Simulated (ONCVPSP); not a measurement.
**Which change was made? (Br, ONCV)**

Br, optimised norm-conserving Vanderbilt (ONCV), made with ONCVPSP 4.0.1 (LDA (Perdew-Wang 92), scalar-relativistic). Core [Ne], reference 3s2 3p6 3d10 4s1.75 4p5.25. Waves: 3s+4s: rc 1.05 bohr, ncon 4, nbas 8, qcut 13.2 1/bohr, 2 projectors; 3p+4p: rc 1.05 bohr, ncon 3, nbas 7, qcut 14.9 1/bohr, 2 projectors; 3d: rc 1.05 bohr, ncon 5, nbas 9, qcut 13.1 1/bohr, 2 projectors, debl 0.3 Ha. Local part: polynomial inside 0.90 bohr (lpopt 5, dvloc0 0 Ha). Core correction: Teter function, fcfact 2.75, rcfact 1.6.

In the d channel the program set the typed energies aside and used -2.476, 0.250 Ha.

Cutoffs, loose and tight: the cutoffs (Ha) at which the residual kinetic energy of the hardest occupied pseudo-wave falls to 1 and 0.1 mHa per electron. They do not see the model core or the augmentation charge, which bear on the density cutoff. Test errors are all-electron minus pseudo excitation energies from the reference, over the configurations 3s2 3p6 3d10 4s2 4p5; 3s2 3p6 3d10 4s2 4p4; 3s2 3p6 3d10 4s2 4p3; 3s2 3p6 3d10 4s2 4p1; variants that change the core or the reference have their own tests.

The base gives: outcome: generated, projector energies reset by the program; cutoff, loose: 152 Ha; cutoff, tight: 264 Ha; bound ghosts: none; GHOST(+) flags above zero: none; largest test error (meV): -16.

Question: After one change the result is: outcome: generated, projector energies reset by the program; cutoff, loose: 219 Ha; cutoff, tight: 286 Ha; bound ghosts: none; GHOST(+) flags above zero: none; largest test error (meV): -16. Which change was it?
A. d: rc 1.14
B. d: rc 0.92
C. d: rc 1.02
D. d: rc 0.76; local potential polynomial inside 0.76 bohr (lpopt 5, dvloc0 0 Ha)

Answer: C. The others give: d: rc 0.76; local potential polynomial inside 0.76 bohr (lpopt 5, dvloc0 0 Ha) → outcome: generated, projector energies reset by the program; cutoff, loose: 519 Ha; cutoff, tight: 567 Ha; bound ghosts: none; GHOST(+) flags above zero: none; largest test error (meV): -12 | d: rc 1.14 → outcome: generated, projector energies reset by the program; cutoff, loose: 83 Ha; cutoff, tight: 202 Ha; bound ghosts: none; GHOST(+) flags above zero: none; largest test error (meV): -17 | d: rc 0.92 → outcome: generated, projector energies reset by the program; cutoff, loose: 327 Ha; cutoff, tight: 368 Ha; bound ghosts: none; GHOST(+) flags above zero: none; largest test error (meV): -14.
